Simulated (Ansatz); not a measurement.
B(NH2tBu)Me3 (C7H20BN), relaxed as a singlet with RKS r2SCAN-D4/def2-SVP in Ansatz, starting from the GFN2-xTB geometry. Force threshold 0.03 eV/Å.

Start:

```xyz
29

B     0.463    1.334   -0.360
N     0.599   -0.346   -0.140
C    -0.382   -1.350    0.337
C     0.309   -2.719    0.307
C    -0.804   -1.021    1.764
C    -1.593   -1.368   -0.588
H     0.909   -0.626   -1.067
H     1.411   -0.386    0.471
H     0.626   -2.974   -0.703
H    -0.370   -3.494    0.651
H     1.184   -2.728    0.956
H     0.060   -0.981    2.424
H    -1.306   -0.061    1.795
H    -1.484   -1.782    2.136
H    -2.096   -0.409   -0.567
H    -1.294   -1.578   -1.613
H    -2.293   -2.137   -0.271
C     0.161    2.045    1.066
H     0.757    1.641    1.884
H    -0.884    2.000    1.370
H     0.408    3.102    1.001
C    -0.647    1.640   -1.503
H    -0.490    2.641   -1.899
H    -1.674    1.620   -1.140
H    -0.588    0.962   -2.354
C     1.971    1.670   -0.888
H     2.221    1.159   -1.821
H     2.746    1.412   -0.163
H     2.083    2.733   -1.086
```

(1) Estimate the energy that the relaxation releases and the steps that it takes.

(2) Does the start keep its bonding?

(3) Predict the relaxed structure.

Answers

(1) 0.10 eV, in 5 steps; 47 s on 4 threads of Arm Neoverse N1 on a shared host. No frequencies were taken in this run, so the end may be a saddle point.

(2) By distances, no bond broke or formed. The bond that changes most is N2–C3, from 1.48 to 1.51 Å (atoms count from 1).

(3) 
| atom | x (Å) | y (Å) | z (Å) |
| --- | --- | --- | --- |
| B1 | 0.466 | 1.343 | -0.366 |
| N2 | 0.613 | -0.352 | -0.145 |
| C3 | -0.392 | -1.362 | 0.345 |
| C4 | 0.289 | -2.736 | 0.306 |
| C5 | -0.793 | -1.021 | 1.778 |
| C6 | -1.608 | -1.355 | -0.578 |
| H7 | 0.938 | -0.666 | -1.065 |
| H8 | 1.440 | -0.428 | 0.456 |
| H9 | 0.599 | -3.000 | -0.719 |
| H10 | -0.401 | -3.518 | 0.658 |
| H11 | 1.181 | -2.760 | 0.955 |
| H12 | 0.089 | -0.963 | 2.438 |
| H13 | -1.320 | -0.060 | 1.829 |
| H14 | -1.456 | -1.807 | 2.170 |
| H15 | -2.141 | -0.397 | -0.526 |
| H16 | -1.316 | -1.528 | -1.626 |
| H17 | -2.298 | -2.159 | -0.281 |
| C18 | 0.149 | 2.049 | 1.058 |
| H19 | 0.796 | 1.707 | 1.889 |
| H20 | -0.899 | 1.961 | 1.398 |
| H21 | 0.340 | 3.133 | 0.955 |
| C22 | -0.635 | 1.640 | -1.520 |
| H23 | -0.509 | 2.685 | -1.855 |
| H24 | -1.687 | 1.554 | -1.195 |
| H25 | -0.520 | 1.017 | -2.428 |
| C26 | 1.979 | 1.673 | -0.881 |
| H27 | 2.254 | 1.163 | -1.827 |
| H28 | 2.769 | 1.432 | -0.141 |
| H29 | 2.073 | 2.754 | -1.082 |
Bond lengths: 3 × C–C 1.53 Å; 3 × B–C 1.62 to 1.63 Å; 1 × B–N 1.72 Å; 1 × C–N 1.51 Å; 18 × C–H 1.10 to 1.11 Å; 2 × H–N 1.03 Å.
